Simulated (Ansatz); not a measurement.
Z-matrix (Å, degrees):
```
C
Si 1 1.892
Al 1 2.475 2 156.6
S 1 1.850 2 108.3 3 51.4
H 1 1.109 2 104.8 3 -69.8
H 1 1.094 2 109.9 3 173.5
C 2 1.862 1 110.6 3 10.9
H 2 1.491 1 107.5 3 132.1
H 2 1.486 1 107.1 3 -111.1
H 3 1.583 1 108.6 2 -51.3
H 3 1.582 1 106.2 2 175.8
H 7 1.092 2 110.4 1 -58.4
H 7 1.093 2 110.9 1 61.7
H 7 1.092 2 110.5 1 -178.5
```

The species carries charge 0 and has multiplicity 1.

Task: List the PBE0/def2-TZVPP orbital energies in eV (Ansatz 0.2.0). (An estimate is asked.)

Result: Computed: Occupied: -2421.95, -1802.62, -1528.07, -279.49, -277.91, -217.29, -161.15, -161.02, -160.93, -144.95, -113.92, -99.62, -99.60, -99.58, -74.04, -73.86, -73.80, -21.95, -19.80, -17.76, -14.50, -13.01, -12.19, -11.69, -11.35, -10.64, -9.79, -9.41, -9.29, -8.64, -7.92, -6.85. Lowest empty: -1.14, 0.25, 0.62, 0.78, 1.13, 1.52, 1.74, 1.89.
